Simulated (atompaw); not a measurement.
Scattering properties, PAW (atompaw) potential for Re (Z = 75)

```
Element                 : rhenium (Re)
Generator               : atompaw 4.2.0.5
Type                    : PAW
Functional              : PBEsol
Relativity              : scalar-relativistic
Frozen core             : [Kr] 4d10 4f14
Valence charge          : 15
Reference configuration : 5s2 5p6 5d5 6s2 6p0
Partial waves           : 5s (bound): rc 1.35 bohr; 6s (bound): rc 2.45 bohr; 5p (bound): rc 1.65 bohr; 6p (bound, empty): rc 2.45 bohr; 5d (bound): rc 2.45 bohr; 5d channel at 4.6 Ry: rc 1.65 bohr
Local potential         : vpsmatchnc scheme with l = 3 at 1 Ry, radius 1.95 bohr
Core correction         : smooth core density matched at 2.45 bohr
Augmentation charge     : sinc compensation charge, radius 1.95 bohr; PAW radius 2.45 bohr; waves and projectors: custom polynom vanderbiltortho
```

The phase is arctan(r·u′/u) with u = r·R(r), unwrapped; energies in Ry, scanned from -8 to 5 Ry. A pole is an energy at which the radial function vanishes at the test radius. The pseudo phase is shifted by a multiple of π to meet the all-electron one at the reference energy, and phase errors are pseudo minus all-electron; the curves can meet again beyond the range given. Levels narrower than the energy grid can be missing from the lists of poles.

| channel | radius (bohr) | reference energy (Ry) | poles, all-electron | poles, pseudo | unbroken range about the reference energy with phases within 0.05 rad | phase error 1 Ry above the reference energy (rad) |
| --- | --- | --- | --- | --- | --- | --- |
| s | 2.46 | -0.44 | -6.24, 2.73 | -6.24, 0.37, 3.13 | below 0.0 | -2.889 |
| p | 2.46 | -0.09 | -3.33, 4.66 | -3.33, 2.10 | below 0.6 | -0.145 |
| d | 2.46 | -0.40 | 0.32 | 0.32, 3.48 | below 2.8 | -0.001 |

Phases in the s channel:

```json
{"E (Ry)": "-8.00", "all-electron": "1.410", "pseudo": "1.409"}
{"E (Ry)": "-7.52", "all-electron": "1.402", "pseudo": "1.401"}
{"E (Ry)": "-7.04", "all-electron": "1.390", "pseudo": "1.389"}
{"E (Ry)": "-6.56", "all-electron": "1.357", "pseudo": "1.355"}
{"E (Ry)": "-6.08", "all-electron": "-1.705", "pseudo": "-1.706"}
{"E (Ry)": "-5.60", "all-electron": "-1.748", "pseudo": "-1.749"}
{"E (Ry)": "-5.12", "all-electron": "-1.765", "pseudo": "-1.767"}
{"E (Ry)": "-4.64", "all-electron": "-1.781", "pseudo": "-1.783"}
{"E (Ry)": "-4.16", "all-electron": "-1.799", "pseudo": "-1.802"}
{"E (Ry)": "-3.68", "all-electron": "-1.821", "pseudo": "-1.823"}
{"E (Ry)": "-3.20", "all-electron": "-1.848", "pseudo": "-1.851"}
{"E (Ry)": "-2.72", "all-electron": "-1.884", "pseudo": "-1.888"}
{"E (Ry)": "-2.24", "all-electron": "-1.935", "pseudo": "-1.940"}
{"E (Ry)": "-1.76", "all-electron": "-2.016", "pseudo": "-2.022"}
{"E (Ry)": "-1.28", "all-electron": "-2.160", "pseudo": "-2.167"}
{"E (Ry)": "-0.80", "all-electron": "-2.469", "pseudo": "-2.474"}
{"E (Ry)": "-0.32", "all-electron": "-3.193", "pseudo": "-3.195"}
{"E (Ry)": "0.16", "all-electron": "-3.987", "pseudo": "-4.072"}
{"E (Ry)": "0.64", "all-electron": "-4.343", "pseudo": "-7.320"}
{"E (Ry)": "1.12", "all-electron": "-4.505", "pseudo": "-7.587"}
{"E (Ry)": "1.60", "all-electron": "-4.596", "pseudo": "-7.697"}
{"E (Ry)": "2.08", "all-electron": "-4.655", "pseudo": "-7.764"}
{"E (Ry)": "2.56", "all-electron": "-4.699", "pseudo": "-7.811"}
{"E (Ry)": "3.04", "all-electron": "-4.734", "pseudo": "-7.848"}
{"E (Ry)": "3.52", "all-electron": "-4.766", "pseudo": "-7.879"}
{"E (Ry)": "4.00", "all-electron": "-4.796", "pseudo": "-7.908"}
{"E (Ry)": "4.48", "all-electron": "-4.828", "pseudo": "-7.936"}
{"E (Ry)": "4.96", "all-electron": "-4.863", "pseudo": "-7.967"}
```
